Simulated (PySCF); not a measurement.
**Towards the basis-set limit for AsH**

State: ³Σ⁻, triplet, unpaired electrons π ↑↑. De refers to As + H. ROHF-based CCSD(T) in PySCF 2.14 with As cc-pwCVDZ-PP with ECP10, H aug-cc-pVDZ and As cc-pwCVTZ-PP with ECP10, H aug-cc-pVTZ (frozen core orbitals: 4; scalar-relativistic core potentials). Correlation energies are extrapolated as n⁻³ (n = 2, 3), Hartree–Fock as (n+1)·exp(−9√n).

```tsv
Level	Re (Å)	ωe (cm⁻¹)	ωexe (cm⁻¹)	αe (cm⁻¹)	De (eV)
CCSD(T)/DZ	1.5298	2130.9	40.4	0.213	2.648
CCSD(T)/TZ	1.5217	2152.3	39.2	0.213	2.815
HF/CBS	1.5133	2274.3	32.1	0.184	1.756
MP2/CBS	1.5049	2257.2	34.0	0.195	2.697
CCSD/CBS	1.5162	2187.5	37.4	0.207	2.839
CCSD(T)/CBS	1.5195	2162.2	38.7	0.212	2.875
```

How much is left between CCSD(T)/TZ and the basis-set limit, and how much do the triples give at the limit?

CCSD(T)/CBS less CCSD(T)/TZ: -2.2 mÅ in Re, +9.9 cm⁻¹ in ωe and +0.060 eV in De. CCSD(T)/CBS less CCSD/CBS: +3.3 mÅ in Re, -25.3 cm⁻¹ in ωe and +0.036 eV in De.

The T1 diagnostic is 0.014. The state was picked by a PBE0 search and need not be the measured ground state. Spin–orbit coupling, excitations beyond (T) and corrections to the Born–Oppenheimer picture are left out.

The whole job (state search and all basis sets along the bond) took about 7.2 min on 4 threads of Arm Neoverse V1 (shared host), peak memory 5.2 GiB.
